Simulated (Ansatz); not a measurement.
Stretching the B1–H3 bond in aminoborane (SMILES BN) (multiplicity 1 held, fragments rigid). Energies count from the point at 1.193 Å.
Geometry at that point (charge 0, multiplicity 1):
```tsv
atom	x (Å)	y (Å)	z (Å)
B	-0.7760	0.0448	-0.0030
N	0.6093	-0.0352	0.0024
H	-1.4138	-0.9629	-0.0311
H	-1.2939	1.1191	0.0205
H	1.2097	0.7728	0.0253
H	1.1130	-0.9068	-0.0162
```

U- levels take the lowest unrestricted solution at each point, which mixes spins at long bonds. Active spaces are followed from a long bond inwards. Curves can end on different states.

Cores are frozen in the correlated methods.

Programs: Ansatz (a program for electronic structure). 

### Question
Estimate the energy at R = 3.817 Å that FIC-MRCISD+Q on CASSCF(2,2)/cc-pVTZ returns for this input.

### Answer
4.76 eV

### Question
Give the energy at R = 3.817 Å at the level U-r2SCAN/cc-pVTZ.

### Answer
4.57 eV

Doubts at one or more of the structures used: a spin-contaminated determinant (U-r2SCAN/cc-pVTZ).
